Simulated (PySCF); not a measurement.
## Computed properties of C₂H₉FSi₂, SMILES [SiH2](CC)[SiH2]F

C2H9FSi2, SMILES CC[SiH2][SiH2]F. Geometry: PBE0-D3(BJ)/def2-SVP. The structure was generated by enumeration, and PubChem lists no compound with its InChIKey, so it may never have been made. The values are those of a single conformer. All values are computed for the isolated molecule unless a solvent is named; none is compared with measurement here.

**Structure.** All 36 harmonic modes at PBE0-D3(BJ)/def2-SVP (PySCF) are real, so it is a minimum. With heavy atoms numbered as in [CH3:1][CH2:2][SiH2:3][SiH2:4][F:5], the shortest bond between them is C1–C2 at 1.526 Å and the longest Si3–Si4 at 2.343 Å.

**Vibrations.** The strongest infrared lines (harmonic, unscaled, degenerate partners summed) lie at 898 cm⁻¹ (282 km/mol, H 63 %, Si 24 %, F 13 %), 776 cm⁻¹ (171 km/mol, H 87 %, Si 9 %), 2236 cm⁻¹ (149 km/mol, H 96 %). The softest mode is at 38 cm⁻¹ and the zero-point energy is 64.4 kcal/mol.

**Electronic structure.** PBE0/def2-TZVP (PySCF) places the frontier levels at -7.99 and -0.54 eV, a gap of 7.45 eV, and gives a dipole moment of 1.54 D and a mean polarisability of 80.5 bohr³. PBE/def2-TZVP (PySCF) at the same geometry gives -6.80 and -1.40 eV, so its gap is 2.05 eV narrower. An orbital gap is neither the optical nor the fundamental gap.

**Excitations.** TDDFT-ωB97X/def2-SVPD (PySCF) has S1 at 6.44 eV (192 nm, f = 0.018, weak); the most intense of the 10 singlets computed lies at 8.53 eV (f = 0.29). T1 (TDA) is at 5.73 eV. TDDFT-PBE/def2-SVPD (PySCF) puts S1 at 5.73 eV. No vertical singlet excitation falls in the visible range (under 3.1 eV).

**NMR.** GIAO shifts at B3LYP/pcSseg-1 (PySCF) (non-relativistic, atoms alike by connectivity averaged): ¹³C from 5.6 to 16.2 ppm against TMS; ¹H from 1.1 to 5.8 ppm against TMS; ²⁹Si from -62.7 to 8.7 ppm against TMS; ¹⁹F at -268.4 ppm against CFCl3.

**Solvation.** SMD-B3LYP/def2-SVP (PySCF) gives 2.2 kcal/mol in water, -2.6 kcal/mol in ethanol, -2.9 kcal/mol in dichloromethane (1 M in both phases, gas-phase geometry).
